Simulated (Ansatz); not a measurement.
Diatomic TiN, multiplicity 2 (the spin of the measured ground state). No spin–orbit coupling. Ti is treated without relativity. The T1 diagnostic near the minimum is 0.074, so single-reference values are doubtful.

D_e counts from the fitted minimum to each atom's lowest state at the same level, without counterpoise.

Codes used: Ansatz (Gaussian basis) for Hartree–Fock, density functionals and correlated methods. 

### Question
One of these levels gives 166.43 kcal/mol for the bond energy D_e. Which?
(A) SVWN5/def2-TZVPP
(B) r2SCAN/def2-TZVPP
(C) PBE/def2-TZVPP

### Answer
A, SVWN5/def2-TZVPP. The others give 140.85 (PBE/def2-TZVPP), 113.20 (r2SCAN/def2-TZVPP)

Ansatz is a quantum-chemistry and plane-wave program.
